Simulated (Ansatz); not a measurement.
`C=C[SiH2][SiH](O)O`. Total charge 0; spin multiplicity 1. The structure was optimised at the PBE0-D4/def2-TZVP level. It is one conformer, not always the lowest.

```xyz
14

C     0.833    1.486    1.549
C     0.663    1.868    0.286
Si   -0.010    0.768   -1.065
Si   -0.805   -1.258   -0.187
O    -1.198   -2.157   -1.510
O     0.298   -2.003    0.790
H     1.231    2.161    2.303
H     0.591    0.483    1.890
H     0.934    2.890    0.023
H     1.058    0.497   -2.072
H    -1.109    1.471   -1.785
H    -1.982   -1.107    0.710
H    -1.685   -2.971   -1.368
H     1.181   -2.128    0.437
```

Problem. What is the dipole moment at ωB97M-V/def2-TZVPP? (An estimate is asked.)

Solution. The calculation gave: 0.89 D, with components (0.55, -0.61, 0.33) D in this frame, pointing from negative to positive charge.

Problem. And with PBE, r2SCAN, B3LYP? (Estimate.)

Solution. Computed: PBE 0.92 D, r2SCAN 0.93 D, B3LYP 0.86 D.

Problem. Give the Mulliken charges with ωB97M-V, r2SCAN, PBE in def2-TZVPP. (Estimate.)

Solution. Ansatz gave: 
| atom | ωB97M-V | r2SCAN | PBE |
| --- | --- | --- | --- |
| C1 | -0.20 | -0.14 | -0.18 |
| C2 | -0.22 | -0.20 | -0.15 |
| Si3 | 0.13 | 0.22 | 0.12 |
| Si4 | 0.48 | 0.57 | 0.46 |
| O5 | -0.37 | -0.40 | -0.34 |
| O6 | -0.37 | -0.41 | -0.34 |
| H7 | 0.11 | 0.08 | 0.10 |
| H8 | 0.10 | 0.08 | 0.09 |
| H9 | 0.10 | 0.07 | 0.08 |
| H10 | -0.03 | -0.08 | -0.06 |
| H11 | -0.03 | -0.08 | -0.06 |
| H12 | -0.06 | -0.11 | -0.10 |
| H13 | 0.17 | 0.20 | 0.18 |
| H14 | 0.18 | 0.20 | 0.19 |

B3LYP here is the variant with VWN-RPA as its local correlation; programs differ in this.
